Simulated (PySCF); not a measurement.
## From a computed spectrum to the compound

A species of 4 atoms with charge 1 has these harmonic modes (PBE0, small Gaussian bases with core potentials, PySCF 2.14.0):

| cm⁻¹ | km/mol | symmetry |
| --- | --- | --- |
| 212 | 20.8 | a' |
| 483 | 185.8 | a' |
| 602 | 229.5 | a'' |
| 715 | 116.8 | a' |
| 966 | 133.0 | a' |
| 3847 | 435.6 | a' |

Problem. Which species is it, and in which structure?

Solution. [CeO(OH)]+ (singlet):
```xyz
4

Ce    0.0781   -0.0095   -0.2167
O     1.2012    0.0312    1.1894
O    -1.7410    0.0464    0.6163
H    -2.2787    0.0848    1.4224
```
Ideal gas at 298.15 K and 1 bar: S = 289.4 J/(mol K), Cp = 55.7 J/(mol K), H − H(0 K) = 12.8 kJ/mol (rigid rotor, harmonic modes, spin degeneracy alone). 
 This is one of several that fit.
